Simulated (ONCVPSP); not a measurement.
# Building the ONCV potential for cerium (Ce) (PBE, scalar-relativistic).

- Element: cerium
- Generator: ONCVPSP 4.0.1
- Type: optimised norm-conserving Vanderbilt (ONCV)
- Functional: PBE
- Relativity: scalar-relativistic
- Frozen core: [Kr] 4d10
- Valence charge: 12
- Reference configuration: 4f1 5s2 5p6 5d1 6s1 (charge +1)
- Partial waves: 5s+6s: rc 2.60 bohr, ncon 4, nbas 7, qcut 4 1/bohr, 3 projectors, debl 1.4 Ha; 5p: rc 1.70 bohr, ncon 4, nbas 7, qcut 4.4 1/bohr, 2 projectors, debl 3.6 Ha; 5d: rc 3.35 bohr, ncon 5, nbas 9, qcut 5 1/bohr, 1 projector; 4f: rc 1.15 bohr, ncon 4, nbas 8, qcut 17.1 1/bohr, 3 projectors, debl 0.4 Ha
- Local potential: polynomial inside 1.00 bohr (lpopt 5, dvloc0 2 Ha)
- Core correction: Teter function, fcfact 5.5, rcfact 1.5

In the f channel the program set the typed energies aside and used -0.415, 0.250, 0.650 Ha.

- Cutoffs needed: 105 Ha and 118 Ha (the cutoffs (Ha) at which the residual kinetic energy of the hardest occupied pseudo-wave falls to 1 and 0.1 mHa per electron)
- Ghost test: ghosts flagged at negative energy: s at -86.1 eV; GHOST(+) flagged for p at 65.9 eV; a true bound ghost makes a file unfit for plane-wave use
- Largest excitation error: -16 meV (all-electron minus pseudo) for 4f1 5s2 5p6 5d0 6s0, out of 4 test configurations
- rms error of d²Exc/dni dnj: 15.84 mHa without and 4.67 mHa with the model core
